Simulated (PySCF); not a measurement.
iodoethene (C2H3I), SMILES C=CI.

The structure is a stationary point at B3LYP-D3(BJ)/def2-TZVP. The def2 effective core potentials stand for the cores of I; spin–orbit coupling is left out.

The numbers are results of B3LYP-D3(BJ)/def2-TZVP run with PySCF 2.14.0, not measurements.

Frequencies are harmonic and unscaled.

Computed vibrational spectrum:
```csv
mode,ν (cm⁻¹),IR (km/mol),moving atoms (share of kinetic energy)
1,313,0.1,"C 65 %, H 24 %, I 11 %"
2,538,13.1,"C 70 %, H 21 %, I 8 %"
3,558,20.2,"H 70 %, C 29 %"
4,945,21.8,"H 71 %, C 29 %"
5,980,37.1,H 94 %
6,1009,5.9,"H 80 %, C 20 %"
7,1264,50.9,"H 80 %, C 20 %"
8,1414,12.2,"H 83 %, C 17 %"
9,1651,44.1,"C 83 %, H 17 %"
10,3136,1.0,H 95 %
11,3204,2.9,"H 91 %, C 9 %"
12,3228,1.8,"H 90 %, C 10 %"
```
